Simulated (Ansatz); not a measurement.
Ansatz (an electronic-structure program) input (B3LYP-D3(BJ)/def2-TZVP):

Ansatz 0.2 input:
```yaml
crystal:
  periodic: [false, false, false]
  atoms:
    - {symbol: Ge, position_ang: [0.65371832, -0.08887647, -0.18453020]}
    - {symbol: O, position_ang: [-0.50269611, -0.80973682, -1.35988677]}
    - {symbol: O, position_ang: [0.17489183, 1.64232520, -0.08304346]}
    - {symbol: O, position_ang: [0.16928217, -0.78041841, 1.40372343]}
    - {symbol: H, position_ang: [-0.71757937, -1.72435353, -1.18551141]}
    - {symbol: H, position_ang: [-0.07642269, 2.03215579, -0.91835363]}
    - {symbol: H, position_ang: [0.31582951, -0.19742212, 2.14638571]}
basis:
  gaussian:
    orbitals: def2-TZVP
hamiltonian:
  xc: b3lyp
  dispersion: d3bj
magnetization: {spin_polarized: true, initial_magnetization: 1}
relax: {f_tol: 0.002, max_steps: 150}
```

Output:

```
Functional definition: B3LYP
integrals: 0.07 GiB planned
974 factors; their error is unknown
mean field: 0.97 GiB planned
mean field evaluation 1: about -62697.6583 eV, gradient 7.0e1 eV
mean field evaluation 2: about -62647.4455 eV, gradient 1.3e2 eV
mean field evaluation 4: about -62713.1188 eV, gradient 3.8e0 eV
mean field evaluation 8: about -62713.1625 eV, gradient 1.3e-1 eV
mean field evaluation 16: about -62713.3841 eV, gradient 2.1e-4 eV
mean field -62713.38408041 eV, -2304.6743562966 hartree, gradient 1.5e-5 eV, S^2 0.753377; 0 other end points of the search recorded, 0 dependent functions left out
the calculation of the forces begins
reference -62713.38429623 eV, -2304.6743642277 hartree; 30, 29 occupied and 129, 130 virtual orbitals, 974 factors
relax step   1: F+E_penalty+E_count = -62713.57690190 eV  Δ(F+E_penalty+E_count) = +0.000e0 eV  max|allowed force component| = 5.844e-1 eV/Å  Δτ_max = 0.0000 Å  (32 SCF iters, accepted)
these checks for a lower state are left out or cut short: starts, cluster_reference, orbital_swaps, neighbouring_geometries, increment
integrals: 0.07 GiB planned
974 factors; their error is unknown
mean field: 0.97 GiB planned
mean field -62713.40823957 eV, -2304.6752441293 hartree, gradient 8.2e-6 eV, S^2 0.753213; 0 other end points of the search recorded, 0 dependent functions left out
the calculation of the forces begins
reference -62713.40845679 eV, -2304.6752521119 hartree; 30, 29 occupied and 129, 130 virtual orbitals, 974 factors
relax step   2: F+E_penalty+E_count = -62713.59909059 eV  Δ(F+E_penalty+E_count) = -2.219e-2 eV  max|allowed force component| = 1.931e-1 eV/Å  Δτ_max = 0.0835 Å  (34 SCF iters, accepted)
these checks for a lower state are left out or cut short: starts, cluster_reference, orbital_swaps, neighbouring_geometries, increment
integrals: 0.07 GiB planned
974 factors; their error is unknown
mean field: 0.97 GiB planned
mean field evaluation 32: about -62713.4116 eV, gradient 1.3e-5 eV
mean field -62713.41163865 eV, -2304.6753690434 hartree, gradient 1.3e-5 eV, S^2 0.753225; 0 other end points of the search recorded, 0 dependent functions left out
the calculation of the forces begins
reference -62713.41185557 eV, -2304.6753770148 hartree; 30, 29 occupied and 129, 130 virtual orbitals, 974 factors
relax step   3: F+E_penalty+E_count = -62713.60309835 eV  Δ(F+E_penalty+E_count) = -4.008e-3 eV  max|allowed force component| = 7.844e-2 eV/Å  Δτ_max = 0.0169 Å  (34 SCF iters, accepted)
these checks for a lower state are left out or cut short: starts, cluster_reference, orbital_swaps, neighbouring_geometries, increment
integrals: 0.07 GiB planned
974 factors; their error is unknown
mean field: 0.97 GiB planned
mean field -62713.41217616 eV, -2304.6753887963 hartree, gradient 1.2e-5 eV, S^2 0.753172; 0 other end points of the search recorded, 0 dependent functions left out
the calculation of the forces begins
reference -62713.41239262 eV, -2304.6753967510 hartree; 30, 29 occupied and 129, 130 virtual orbitals, 974 factors
relax step   4: F+E_penalty+E_count = -62713.60411595 eV  Δ(F+E_penalty+E_count) = -1.018e-3 eV  max|allowed force component| = 5.228e-2 eV/Å  Δτ_max = 0.0183 Å  (35 SCF iters, accepted)
these checks for a lower state are left out or cut short: starts, cluster_reference, orbital_swaps, neighbouring_geometries, increment
integrals: 0.07 GiB planned
974 factors; their error is unknown
mean field: 0.97 GiB planned
mean field -62713.41266644 eV, -2304.6754068137 hartree, gradient 1.2e-5 eV, S^2 0.753199; 0 other end points of the search recorded, 0 dependent functions left out
the calculation of the forces begins
reference -62713.41288307 eV, -2304.6754147750 hartree; 30, 29 occupied and 129, 130 virtual orbitals, 974 factors
relax step   5: F+E_penalty+E_count = -62713.60445816 eV  Δ(F+E_penalty+E_count) = -3.422e-4 eV  max|allowed force component| = 8.010e-3 eV/Å  Δτ_max = 0.0078 Å  (36 SCF iters, accepted)
these checks for a lower state are left out or cut short: starts, cluster_reference, orbital_swaps, neighbouring_geometries, increment
integrals: 0.07 GiB planned
974 factors; their error is unknown
mean field: 0.97 GiB planned
mean field -62713.41290452 eV, -2304.6754155630 hartree, gradient 1.2e-5 eV, S^2 0.753212; 0 other end points of the search recorded, 0 dependent functions left out
the calculation of the forces begins
reference -62713.41312117 eV, -2304.6754235248 hartree; 30, 29 occupied and 129, 130 virtual orbitals, 974 factors
relax step   6: F+E_penalty+E_count = -62713.60463633 eV  Δ(F+E_penalty+E_count) = -1.782e-4 eV  max|allowed force component| = 9.740e-3 eV/Å  Δτ_max = 0.0076 Å  (35 SCF iters, accepted)
these checks for a lower state are left out or cut short: starts, cluster_reference, orbital_swaps, neighbouring_geometries, increment
integrals: 0.07 GiB planned
974 factors; their error is unknown
mean field: 0.97 GiB planned
mean field -62713.40189124 eV, -2304.6750108326 hartree, gradient 2.3e-5 eV, S^2 0.753354; 0 other end points of the search recorded, 0 dependent functions left out
the calculation of the forces begins
reference -62713.40210951 eV, -2304.6750188537 hartree; 30, 29 occupied and 129, 130 virtual orbitals, 974 factors
relax step   7: F+E_penalty+E_count = -62713.59262334 eV  Δ(F+E_penalty+E_count) = +1.201e-2 eV  max|allowed force component| = 6.164e-1 eV/Å  Δτ_max = 0.1048 Å  (33 SCF iters, rejected (line search))
these checks for a lower state are left out or cut short: starts, cluster_reference, orbital_swaps, neighbouring_geometries, increment
integrals: 0.07 GiB planned
974 factors; their error is unknown
mean field: 0.97 GiB planned
mean field evaluation 64: about -62713.4133 eV, gradient 2.2e-1 eV
mean field -62713.41342067 eV, -2304.6754345313 hartree, gradient 1.2e-5 eV, S^2 0.753228; 0 other end points of the search recorded, 0 dependent functions left out
the calculation of the forces begins
reference -62713.41363737 eV, -2304.6754424948 hartree; 30, 29 occupied and 129, 130 virtual orbitals, 974 factors
relax step   8: F+E_penalty+E_count = -62713.60500799 eV  Δ(F+E_penalty+E_count) = -3.717e-4 eV  max|allowed force component| = 1.329e-2 eV/Å  Δτ_max = 0.0174 Å  (34 SCF iters, accepted)
these checks for a lower state are left out or cut short: starts, cluster_reference, orbital_swaps, neighbouring_geometries, increment
integrals: 0.07 GiB planned
974 factors; their error is unknown
mean field: 0.97 GiB planned
mean field -62713.40258734 eV, -2304.6750364136 hartree, gradient 1.5e-5 eV, S^2 0.753330; 0 other end points of the search recorded, 0 dependent functions left out
the calculation of the forces begins
reference -62713.40280569 eV, -2304.6750444380 hartree; 30, 29 occupied and 129, 130 virtual orbitals, 974 factors
relax step   9: F+E_penalty+E_count = -62713.59318467 eV  Δ(F+E_penalty+E_count) = +1.182e-2 eV  max|allowed force component| = 6.335e-1 eV/Å  Δτ_max = 0.0976 Å  (33 SCF iters, rejected (line search))
these checks for a lower state are left out or cut short: starts, cluster_reference, orbital_swaps, neighbouring_geometries, increment
integrals: 0.07 GiB planned
974 factors; their error is unknown
mean field: 0.97 GiB planned
mean field -62713.41430284 eV, -2304.6754669506 hartree, gradient 1.4e-5 eV, S^2 0.753240; 0 other end points of the search recorded, 0 dependent functions left out
the calculation of the forces begins
reference -62713.41451972 eV, -2304.6754749206 hartree; 30, 29 occupied and 129, 130 virtual orbitals, 974 factors
relax step  10: F+E_penalty+E_count = -62713.60558636 eV  Δ(F+E_penalty+E_count) = -5.784e-4 eV  max|allowed force component| = 4.600e-3 eV/Å  Δτ_max = 0.0296 Å  (33 SCF iters, accepted)
these checks for a lower state are left out or cut short: starts, cluster_reference, orbital_swaps, neighbouring_geometries, increment
integrals: 0.07 GiB planned
974 factors; their error is unknown
mean field: 0.97 GiB planned
mean field -62713.41386458 eV, -2304.6754508446 hartree, gradient 2.5e-5 eV, S^2 0.753270; 0 other end points of the search recorded, 0 dependent functions left out
the calculation of the forces begins
reference -62713.41408216 eV, -2304.6754588406 hartree; 30, 29 occupied and 129, 130 virtual orbitals, 974 factors
relax step  11: F+E_penalty+E_count = -62713.60469620 eV  Δ(F+E_penalty+E_count) = +8.902e-4 eV  max|allowed force component| = 2.035e-1 eV/Å  Δτ_max = 0.0488 Å  (32 SCF iters, rejected (line search))
these checks for a lower state are left out or cut short: starts, cluster_reference, orbital_swaps, neighbouring_geometries, increment
integrals: 0.07 GiB planned
974 factors; their error is unknown
mean field: 0.97 GiB planned
mean field evaluation 96: about -62713.4146 eV, gradient 1.3e-5 eV
mean field -62713.41461288 eV, -2304.6754783443 hartree, gradient 1.3e-5 eV, S^2 0.753256; 0 other end points of the search recorded, 0 dependent functions left out
the calculation of the forces begins
reference -62713.41482987 eV, -2304.6754863183 hartree; 30, 29 occupied and 129, 130 virtual orbitals, 974 factors
relax step  12: F+E_penalty+E_count = -62713.60579046 eV  Δ(F+E_penalty+E_count) = -2.041e-4 eV  max|allowed force component| = 2.469e-2 eV/Å  Δτ_max = 0.0196 Å  (34 SCF iters, accepted)
these checks for a lower state are left out or cut short: starts, cluster_reference, orbital_swaps, neighbouring_geometries, increment
integrals: 0.07 GiB planned
974 factors; their error is unknown
mean field: 0.97 GiB planned
mean field -62713.41494492 eV, -2304.6754905466 hartree, gradient 1.3e-5 eV, S^2 0.753261; 0 other end points of the search recorded, 0 dependent functions left out
the calculation of the forces begins
reference -62713.41516226 eV, -2304.6754985334 hartree; 30, 29 occupied and 129, 130 virtual orbitals, 974 factors
relax step  13: F+E_penalty+E_count = -62713.60582414 eV  Δ(F+E_penalty+E_count) = -3.368e-5 eV  max|allowed force component| = 6.013e-2 eV/Å  Δτ_max = 0.0244 Å  (32 SCF iters, accepted)
these checks for a lower state are left out or cut short: starts, cluster_reference, orbital_swaps, neighbouring_geometries, increment
integrals: 0.07 GiB planned
974 factors; their error is unknown
mean field: 0.97 GiB planned
mean field -62713.41494243 eV, -2304.6754904548 hartree, gradient 1.2e-5 eV, S^2 0.753257; 0 other end points of the search recorded, 0 dependent functions left out
the calculation of the forces begins
reference -62713.41515960 eV, -2304.6754984357 hartree; 30, 29 occupied and 129, 130 virtual orbitals, 974 factors
relax step  14: F+E_penalty+E_count = -62713.60592211 eV  Δ(F+E_penalty+E_count) = -9.796e-5 eV  max|allowed force component| = 1.273e-2 eV/Å  Δτ_max = 0.0095 Å  (34 SCF iters, accepted)
these checks for a lower state are left out or cut short: starts, cluster_reference, orbital_swaps, neighbouring_geometries, increment
integrals: 0.07 GiB planned
974 factors; their error is unknown
mean field: 0.97 GiB planned
mean field -62713.41495276 eV, -2304.6754908346 hartree, gradient 1.9e-5 eV, S^2 0.753258; 0 other end points of the search recorded, 0 dependent functions left out
the calculation of the forces begins
reference -62713.41516993 eV, -2304.6754988154 hartree; 30, 29 occupied and 129, 130 virtual orbitals, 974 factors
relax step  15: F+E_penalty+E_count = -62713.60592953 eV  Δ(F+E_penalty+E_count) = -7.426e-6 eV  max|allowed force component| = 5.414e-3 eV/Å  Δτ_max = 0.0017 Å  (27 SCF iters, accepted)
these checks for a lower state are left out or cut short: starts, cluster_reference, orbital_swaps, neighbouring_geometries, increment
integrals: 0.07 GiB planned
974 factors; their error is unknown
mean field: 0.97 GiB planned
mean field -62713.41497538 eV, -2304.6754916658 hartree, gradient 1.4e-5 eV, S^2 0.753257; 0 other end points of the search recorded, 0 dependent functions left out
the calculation of the forces begins
reference -62713.41519256 eV, -2304.6754996470 hartree; 30, 29 occupied and 129, 130 virtual orbitals, 974 factors
relax step  16: F+E_penalty+E_count = -62713.60593266 eV  Δ(F+E_penalty+E_count) = -3.125e-6 eV  max|allowed force component| = 2.315e-4 eV/Å  Δτ_max = 0.0019 Å  (27 SCF iters, accepted)
integrals: 0.07 GiB planned
974 factors; their error is unknown
mean field: 0.97 GiB planned
mean field evaluation 128: about -62713.1550 eV, gradient 3.5e0 eV
mean field -62713.41497538 eV, -2304.6754916658 hartree, gradient 1.8e-5 eV, S^2 0.753257; 1 other end points of the search recorded, 0 dependent functions left out
the calculation of the forces begins
reference -62713.41519256 eV, -2304.6754996470 hartree; 30, 29 occupied and 129, 130 virtual orbitals, 974 factors
Total energy: -62713.60614984 eV, -2304.6825171975 hartree
Atom 0 at     0.534253    -0.070561    -0.153893 Å, force     0.000134    -0.000004    -0.000034 eV/Å
Atom 1 at    -0.575623    -0.820235    -1.346672 Å, force    -0.000231     0.000022    -0.000048 eV/Å
Atom 2 at     0.107151     1.670002    -0.086119 Å, force    -0.000204     0.000085     0.000096 eV/Å
Atom 3 at     0.104551    -0.761750     1.444275 Å, force    -0.000197    -0.000059     0.000172 eV/Å
Atom 4 at    -0.625137    -1.779836    -1.258935 Å, force     0.000152    -0.000024    -0.000078 eV/Å
Atom 5 at     0.034120     2.071003    -0.960671 Å, force     0.000159    -0.000023    -0.000128 eV/Å
Atom 6 at     0.437708    -0.234949     2.180798 Å, force     0.000188     0.000004     0.000021 eV/Å
Dipole moment:     0.307046    -0.046667    -0.073773 e Å
```

It need not be the lowest isomer of its formula.
